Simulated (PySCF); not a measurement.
## How methods differ on the ionisation energy of Ta²⁺

Ta²⁺ [Xe] 4f14 5d3 (4F) → Ta³⁺ [Xe] 4f14 5d2 (3F), as a difference of total energies. Calculation: PySCF 2.14, in aug-cc-pwCVDZ-PP with ECP60MDF (6s6p5d3f, 70 functions); scalar relativity through the core potential. Correlated levels: valence and next inner shell: nothing frozen outside the core potential. The calculations carry no spin-orbit coupling.

| method | ionisation energy (eV) |
| --- | --- |
| UHF | 23.140 |
| MP2 (valence and next inner shell) | 23.735 |
| SCS-MP2 (valence and next inner shell) | 23.549 |
| CCSD (valence and next inner shell) | 23.695 |
| CCSD(T) (valence and next inner shell) | 23.712 |

Task: How much does correlation contribute at CCSD(T) (valence and next inner shell)?

Result: 23.712 − (23.140) = 0.572 eV, measured against UHF.

The reference lies between the lowest fine-structure levels, while these numbers refer to the centres of the terms.

Errors of the correlated levels include the incompleteness of this basis.

For comparison: 23.1 ± 1.6 eV (theoretical estimate listed by NIST; NIST Atomic Spectra Database, ionization energies).
